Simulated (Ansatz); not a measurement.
Born–Oppenheimer molecular dynamics of CH$_{5}$Ga (7 atoms, charge 0, multiplicity 1). It starts at the highest image of a converged band. Of that band: Neighbouring images differ by up to 1.3 eV, so the band resolves the path poorly. A vibrational analysis at the climbing image gives one clearly imaginary mode, 1279i cm⁻¹: a first-order saddle point.

All numbers below come from RKS PBE0/def2-SVP in Ansatz.

* ensemble: NVE (velocity Verlet)
* time step: 0.5 fs
* steps asked: 200
* starting velocities drawn for: 300 K
* seed: 9338

First frame:

```xyz
7
Properties=species:S:1:pos:R:3
Ga 0.442 0.023 -0.671
H 0.323 -0.034 1.170
H 1.507 0.009 0.474
C -1.512 0.004 -0.922
H -1.930 -0.905 -0.466
H -1.956 0.873 -0.414
H -1.756 0.031 -1.991
```

**Question.** What does the run give?

**Answer.** All steps were run.

```
steps done                                               : 200
time covered                                             : 100 fs
mean temperature over the second half                    : 2046 K
spread of the potential energy over the second half      : 67.3 meV per atom
mean potential energy of the second half above the start : -161.2 meV per atom
```

The conserved energy stayed within 0.33 meV per atom of its start (net change -0.21 meV per atom), so the integration is sound. The kinetic energy rose, since the run started high on the potential surface and went downhill. A run of 0.1 ps of so small a system gives no equilibrium averages. The orbitals stay closed-shell, which can raise the energy where a bond breaks towards radicals; this wasn't checked here.

**Question.** What happens to the structure?

**Answer.** Between its relaxed ends the band would form H2–H3 and break Ga1–H2, Ga1–H3. These pairs go: H2–H3 1.37 → 2.29 Å, Ga1–H2 1.85 → 1.64 Å, Ga1–H3 1.56 → 1.70 Å. In the last frame they stand as before the step (other bonds may differ from the relaxed reactants and products). It ends as one piece, CH5Ga. Pairs count as bonded within 1.25 times the sum of covalent radii (0.12 Å more for H–H). This is one draw of velocities; another would differ in detail.

**Question.** How do temperature and energy run in time?

**Answer.** 
| time (fs) | T (K) | potential energy less start (eV) | conserved less start (meV/atom) |
| --- | --- | --- | --- |
| 0 | 300 | 0.000 | 0.00 |
| 5 | 316 | -0.010 | 0.07 |
| 10 | 1000 | -0.452 | 0.04 |
| 15 | 2332 | -1.314 | -0.05 |
| 20 | 2980 | -1.733 | -0.08 |
| 25 | 2865 | -1.658 | -0.04 |
| 30 | 2220 | -1.240 | 0.03 |
| 35 | 1798 | -0.967 | 0.15 |
| 40 | 2746 | -1.581 | -0.07 |
| 45 | 2234 | -1.250 | 0.00 |
| 50 | 883 | -0.375 | 0.21 |
| 55 | 1246 | -0.610 | 0.14 |
| 60 | 3209 | -1.882 | -0.23 |
| 65 | 3338 | -1.965 | -0.24 |
| 70 | 2166 | -1.206 | 0.02 |
| 75 | 2006 | -1.104 | -0.10 |
| 80 | 1541 | -0.803 | -0.09 |
| 85 | 1488 | -0.767 | 0.10 |
| 90 | 2538 | -1.448 | -0.29 |
| 95 | 1396 | -0.707 | 0.28 |
| 100 | 2570 | -1.469 | -0.21 |

Time of the run: 3.8 min on 1 thread of Intel(R) Xeon(R) 6975P-C (Granite Rapids), with other jobs on the host, peak memory 0.14 GiB.
